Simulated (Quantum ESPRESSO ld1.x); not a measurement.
Problem. All-electron atom: Ga13+ in [Ar] (the NIST ground configuration). All-electron calculation, scalar-relativistic Kohn-Sham, LDA (Slater exchange, VWN5 correlation), spin-polarised, spherical densities, point nucleus. Program: ld1.x of Quantum ESPRESSO 7.5. Some entries of the table are withheld. Estimate them.

| orbital | occ. | eigenvalue (eV) | <1/r> (bohr^-1) |
|---|---|---|---|
| 1s | 2 | (1) | (2) |
| 2s | 2 | -1682.08 | 6.859 |
| 2p | 6 | (3) | 6.725 |
| 3s | 2 | (4) | (5) |
| 3p | 6 | -454.269 | 2.395 |

Solution. 
(1) 1s eigenvalue (eV): -10625.8
(2) 1s <1/r> (bohr^-1): 31.25
(3) 2p eigenvalue (eV): -1520.69
(4) 3s eigenvalue (eV): -504.696
(5) 3s <1/r> (bohr^-1): 2.489
